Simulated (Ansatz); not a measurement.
Cu(PH3)Cl (CuPH3Cl), relaxed as a singlet with RKS PBE-D4/def2-TZVP in Ansatz, starting from the GFN2-xTB geometry. Force threshold 0.02 eV/Å.

Start:

```xyz
6

Cu    1.384    0.430    0.253
P    -0.677   -0.209   -0.126
H    -0.972   -1.528   -0.404
H    -1.411    0.318   -1.170
H    -1.660   -0.046    0.829
Cl    3.336    1.036    0.618
```

```csv
step,energy (eV),largest force component (eV/Å),SCF passes
1,-66488.0405,1.497,18
2,-66488.1108,0.714,21
3,-66488.1208,0.088,22
4,-66488.1210,0.003,14
```

Force components are those of the run's own axes.

End:

```csv
atom,x (Å),y (Å),z (Å)
Cu1,1.3446,0.4180,0.2468
P2,-0.6688,-0.2077,-0.1239
H3,-0.9371,-1.5744,-0.4077
H4,-1.3915,0.3594,-1.2087
H5,-1.6559,-0.0230,0.8822
Cl6,3.3086,1.0277,0.6112
```

By distances, no bond broke or formed. The bond that changes most is Cu1–P2, from 2.19 to 2.14 Å (atoms count from 1).

No frequencies were taken in this run, so the end may be a saddle point.

It took 2.9 s on 4 threads of Arm Neoverse V2 on a shared host.
